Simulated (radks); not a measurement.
Species: Be+. Configuration: [He] 2s0.5 3d0.5 (fractional occupations, a model configuration).

All-electron calculation, scalar-relativistic Kohn-Sham, r2SCAN, spin-polarised, spherical densities, finite nucleus; open shells are filled with parallel spins first; meta-GGA in the generalised Kohn-Sham scheme; Fermi nuclear charge, rms radius 2.519 fm. Program: a radial shooting solver on a logarithmic mesh with Libxc functionals.

Energy parts (hartree):
total: -14.09932
kinetic: 14.05821
electron-nucleus: -31.12053
Hartree: 5.41283
exchange-correlation: -2.44983

Orbitals (lengths in bohr, moments of r in powers of bohr; r(max) is where P^2 peaks):
orbital,occ.,eigenvalue (hartree),<1/r>,r(max)
1s up,1,-4.57796,3.686,0.2656
1s down,1,-4.56983,3.680,0.2659
2s up,0.5,-0.59373,0.6334,1.852
2p up,0,-0.43011,0.5507,1.852
3s up,0,-0.18166,0.2235,5.608
3d up,0.5,-0.12953,0.1939,5.235

The highest occupied level is 3d up at -3.525 eV. The configuration is held as typed, so some empty levels lie below it. Summed over all electrons, <r^2> = 24.26 bohr^2, which gives a Langevin (diamagnetic) susceptibility term of -19.2 x 10^-6 cm^3/mol. Spin moment in Bohr magnetons: 1. The spin density at the nucleus is 0.5391 e/bohr^3 (1s 0.0610, 2s 0.4781). The density falls to 0.001 e/bohr^3 at r = 3.30 bohr. The electron density at the nucleus is 35.23 e/bohr^3 (large components only).
